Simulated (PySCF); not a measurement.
PySCF input for Ga(OH)2(SeH) (GaH₃O₂Se), SMILES [OH][Ga]([OH])[SeH], PBE0-D3(BJ)/def2-SVP. Geometry: PBE0-D3(BJ)/def2-SVP. One conformer was computed; it need not be the lowest.

```python
import numpy as np
from pyscf import gto, scf, dft, df
from pyscf.hessian import thermo

mol = gto.M(
    atom='''
    Ga    0.00260187    0.75591183   -0.00000000
    O     1.43340173    1.81459497    0.00000001
    H     2.28358900    1.36422538   -0.00000001
    O    -1.57683488    1.56773998    0.00000000
    H    -1.50206231    2.52848325    0.00000001
    Se    0.05019110   -1.55318547    0.00000000
    H    -1.42121689   -1.57634916    0.00000000
    ''',
    basis='def2-SVP',
    charge=0,
    spin=0,
    max_memory=1600,
    verbose=3,
)
mf = dft.RKS(mol, xc='pbe0').density_fit(auxbasis='def2-universal-jkfit')
mf.disp = 'd3bj'
mf.grids.level = 3
mf.conv_tol = 1e-11
mf.max_cycle = 100
mf.kernel()

# [left out here: the lines that compute and print the analytic Hessian (its translational invariance restored by hand, since the grid's response is missing), thermochemistry and intensities]
```

Log of the run:

```
converged SCF energy = -4477.40780679822

WARN: DFTD3 does not support analytical Hessian, using finite difference


WARN: Mole.unit (angstrom) is changed to Bohr

Mode                                 0                   1                   2
Irrep
Freq [cm^-1]                      115.4174            166.4816            178.4442
Reduced mass [au]                   7.7692              8.8604              5.6510
Force const [Dyne/A]                0.0610              0.1447              0.1060
Char temp [K]                     166.0600            239.5299            256.7414
Normal mode                   x     y     z       x     y     z       x     y     z
       0  Ga                 0.06  0.00 -0.00    0.00  0.00  0.08    0.00 -0.02  0.00
       1   O                -0.03  0.12  0.00    0.00 -0.00 -0.12   -0.10  0.12 -0.00
       2   H                 0.01  0.20 -0.00    0.00 -0.00 -0.11   -0.03  0.25  0.00
       3   O                -0.01 -0.14  0.00   -0.00 -0.00 -0.10    0.08  0.13 -0.00
       4   H                -0.12 -0.13  0.00   -0.00 -0.00 -0.23    0.23  0.11 -0.00
       5  Se                -0.04  0.00 -0.00   -0.00  0.00 -0.02   -0.00 -0.04 -0.00
       6   H                -0.04  0.13  0.00   -0.00  0.00 -0.12   -0.00 -0.03  0.00
Mode                                 3                   4                   5
Irrep
Freq [cm^-1]                      198.1568            297.0754            298.5792
Reduced mass [au]                   1.0576             26.3516              1.1078
Force const [Dyne/A]                0.0245              1.3702              0.0582
Char temp [K]                     285.1035            427.4253            429.5890
Normal mode                   x     y     z       x     y     z       x     y     z
       0  Ga                -0.00  0.00  0.01    0.00 -0.08  0.00   -0.00  0.00  0.00
       1   O                 0.00 -0.00 -0.01   -0.05 -0.02  0.00    0.00  0.00  0.07
       2   H                 0.00 -0.00  0.31   -0.02  0.05 -0.00   -0.00  0.00 -0.88
       3   O                -0.00 -0.00 -0.04    0.04 -0.01 -0.00   -0.00  0.00 -0.02
       4   H                -0.00 -0.00  0.07    0.12 -0.01 -0.00   -0.00  0.00 -0.18
       5  Se                 0.00  0.00 -0.01   -0.00  0.08 -0.00    0.00 -0.00 -0.00
       6   H                 0.00  0.00  0.92   -0.00  0.07  0.00    0.00 -0.00  0.30
Mode                                 6                   7                   8
Irrep
Freq [cm^-1]                      338.3298            617.1298            698.5328
Reduced mass [au]                   1.1143              1.0436             14.5500
Force const [Dyne/A]                0.0752              0.2342              4.1830
Char temp [K]                     486.7813            887.9124           1005.0332
Normal mode                   x     y     z       x     y     z       x     y     z
       0  Ga                 0.00 -0.00  0.01   -0.01 -0.00 -0.00   -0.00 -0.04 -0.00
       1   O                -0.00 -0.00 -0.01   -0.00 -0.01  0.00    0.14  0.11  0.00
       2   H                -0.00  0.00 -0.20   -0.05 -0.10 -0.00    0.09 -0.01  0.00
       3   O                 0.00  0.00 -0.08   -0.02  0.02 -0.00   -0.13  0.06 -0.00
       4   H                -0.00 -0.00  0.92    0.05  0.01  0.00    0.01  0.05  0.00
       5  Se                -0.00  0.00  0.00    0.01 -0.01  0.00   -0.00  0.00 -0.00
       6   H                 0.00  0.00 -0.06   -0.02  0.97 -0.00   -0.00 -0.05 -0.00
Mode                                 9                  10                  11
Irrep
Freq [cm^-1]                      736.0767            797.7041            830.4321
Reduced mass [au]                  10.0267              1.1345              1.1218
Force const [Dyne/A]                3.2008              0.4253              0.4558
Char temp [K]                    1059.0506           1147.7186           1194.8070
Normal mode                   x     y     z       x     y     z       x     y     z
       0  Ga                -0.06  0.00 -0.00   -0.02 -0.00  0.00   -0.01  0.02  0.00
       1   O                 0.09  0.09  0.00    0.05 -0.04 -0.00    0.02 -0.02 -0.00
       2   H                -0.05 -0.19 -0.00    0.44  0.75  0.00    0.17  0.27  0.00
       3   O                 0.15 -0.08 -0.00    0.04  0.00  0.00   -0.04 -0.05 -0.00
       4   H                 0.06 -0.07  0.00   -0.33  0.02 -0.00    0.88 -0.11  0.00
       5  Se                -0.00 -0.00 -0.00    0.00 -0.00  0.00   -0.00 -0.00 -0.00
       6   H                -0.00  0.03  0.00   -0.00  0.12 -0.00   -0.00 -0.01 -0.00
Mode                                12                  13                  14
Irrep
Freq [cm^-1]                     2457.7310           3902.1901           3923.9304
Reduced mass [au]                   1.0204              1.0668              1.0673
Force const [Dyne/A]                3.6316              9.5705              9.6821
Char temp [K]                    3536.1278           5614.3828           5645.6622
Normal mode                   x     y     z       x     y     z       x     y     z
       0  Ga                -0.00 -0.00 -0.00    0.00  0.00  0.00   -0.00 -0.00 -0.00
       1   O                 0.00  0.00  0.00   -0.00  0.00  0.00    0.05 -0.03 -0.00
       2   H                 0.00  0.00 -0.00    0.01 -0.01 -0.00   -0.86  0.44  0.00
       3   O                 0.00  0.00  0.00    0.00  0.06  0.00   -0.00  0.00  0.00
       4   H                -0.00  0.00 -0.00   -0.06 -0.96 -0.00   -0.00 -0.02 -0.00
       5  Se                -0.01 -0.00 -0.00    0.00 -0.00  0.00   -0.00 -0.00  0.00
       6   H                 0.99  0.03  0.00    0.00 -0.00  0.00    0.00 -0.00 -0.00
temperature 298.1500 [K]
pressure 101325.00 [Pa]
Rotational constants [GHz] 6.13403 1.52128 1.21897
Symmetry number 1
Zero-point energy (ZPE) 0.03544 [Eh]   93046.808 [J/mol]
                           tot       elec      trans        rot        vib
Entropy [J/mol/K]       355.140      0.000    173.766    116.054     65.320
Cv [J/mol/K]             93.285      0.000     12.472     12.472     68.341
Cp [J/mol/K]            101.599      0.000     20.786     12.472     68.341
Internal energy [J/mol]                      3718.434   3718.434 104105.269
Internal energy [Eh]   -4477.36532  -4477.40781
Enthalpy [J/mol]                             6197.391   3718.434 104105.269
Enthalpy [Eh]          -4477.36438
Gibbs free energy [J/mol]                  -45610.829 -30883.134  84630.151
Gibbs free energy [Eh] -4477.40471
static polarisability / bohr^3: [[50.11   1.182 -0.   ]
 [ 1.179 66.03   0.   ]
 [-0.     0.    34.886]]
largest difference of analytic and finite-field dipole derivatives / e: 0.0009056357816981109
mode   freq/cm-1   IR/(km/mol)   Raman/(A^4/amu)   depolarisation
   1      115.42         5.834             0.822            0.726
   2      166.48         6.599             0.136            0.750
   3      178.44        21.574             2.173            0.587
   4      198.16        55.453             1.749            0.750
   5      297.08        19.616             7.603            0.148
   6      298.58       106.513             2.107            0.750
   7      338.33        81.386             0.892            0.750
   8      617.13         1.311             6.602            0.750
   9      698.53        86.148            13.494            0.075
  10      736.08       118.954             3.243            0.661
  11      797.70        69.062             1.332            0.731
  12      830.43       118.163             2.057            0.723
  13     2457.73         1.923           138.760            0.285
  14     3902.19        88.862           152.615            0.286
  15     3923.93        76.524            92.273            0.249
max |gradient| / (hartree/bohr): 9.632033421669021e-05
APT charges: [ 1.3726 -0.8188  0.2769 -0.8065  0.2799 -0.3216  0.0175]
```

The run converged.

Cost: very roughly 3 core-minutes.
